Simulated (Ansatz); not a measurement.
K₄, relaxed as a singlet with RKS B3LYP/def2-TZVP in Ansatz, starting from the GFN1-xTB geometry. Force threshold 0.02 eV/Å.

The restricted singlet is unstable towards broken spin symmetry at other levels; at B3LYP/def2-TZVP this wasn't settled. The structure comes from a short search, and lower isomers may exist.

Start:

```xyz
4

K    -1.330   -2.600   -0.677
K    -1.055    1.090   -1.524
K     0.307    2.194    1.988
K     2.078   -0.684    0.213
```

Estimate the energy that the relaxation releases and the steps that it takes.

43.4 kJ/mol, in 12 steps; 30 s on 4 threads of Arm Neoverse V1 on a shared host. The force fell under the threshold at step 10, but the optimiser went on. No frequencies were taken in this run, so the end may be a saddle point.

Does the start keep its bonding?

By distances, no bond broke or formed, bridged metal pairs apart. The bond that changes most is K2–K3, from 3.92 to 4.70 Å (atoms count from 1). Metal–metal contacts that move far: K2–K3 3.92 to 4.70 Å, K1–K4 4.01 to 4.70 Å.

Predict the relaxed structure.


```xyz
4

K    -1.181   -3.358   -1.907
K    -1.592    0.825   -0.911
K     1.189    3.361    1.896
K     1.584   -0.828    0.922
```
Bond lengths (bridged metal pairs left out): 5 × K–K 4.02 to 4.70 Å.
